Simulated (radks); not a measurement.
Spin polarisation of the 4d7 shell in Ru+. Start: [Kr] 4d(up 3.5, down 3.5); electrons of 4d are moved from spin down to spin up, other shells keep equal spins. Calculated with a radial shooting solver on a logarithmic mesh with Libxc functionals: scalar-relativistic Kohn-Sham, LDA (Slater exchange, Perdew-Wang correlation), spin-polarised, spherical densities, finite nucleus; Fermi nuclear charge, rms radius of each element as measured or else 0.836 A^(1/3) + 0.57 fm.

moment (Bohr magnetons) = 0: E - E(0) (eV) 0.000; e(4d up) (eV) -12.801; e(4d down) (eV) -12.801; 4p down minus up (eV) 0.000; 4s down minus up (eV) 0.000; 3d down minus up (eV) 0.000
moment (Bohr magnetons) = 0.75: E - E(0) (eV) -0.082; e(4d up) (eV) -13.009; e(4d down) (eV) -12.574; 4p down minus up (eV) 0.458; 4s down minus up (eV) 0.438; 3d down minus up (eV) 0.101
moment (Bohr magnetons) = 1.5: E - E(0) (eV) -0.326; e(4d up) (eV) -13.199; e(4d down) (eV) -12.328; 4p down minus up (eV) 0.916; 4s down minus up (eV) 0.876; 3d down minus up (eV) 0.202
moment (Bohr magnetons) = 2.25: E - E(0) (eV) -0.735; e(4d up) (eV) -13.371; e(4d down) (eV) -12.061; 4p down minus up (eV) 1.376; 4s down minus up (eV) 1.315; 3d down minus up (eV) 0.302
moment (Bohr magnetons) = 3: E - E(0) (eV) -1.309; e(4d up) (eV) -13.525; e(4d down) (eV) -11.773; 4p down minus up (eV) 1.836; 4s down minus up (eV) 1.754; 3d down minus up (eV) 0.402

At moment 3 the spin-polarisation energy is -1.309 eV and the 4d exchange splitting 1.752 eV, that is 0.584 eV per Bohr magneton; E = -I m^2/4 would give I = 0.582 eV.
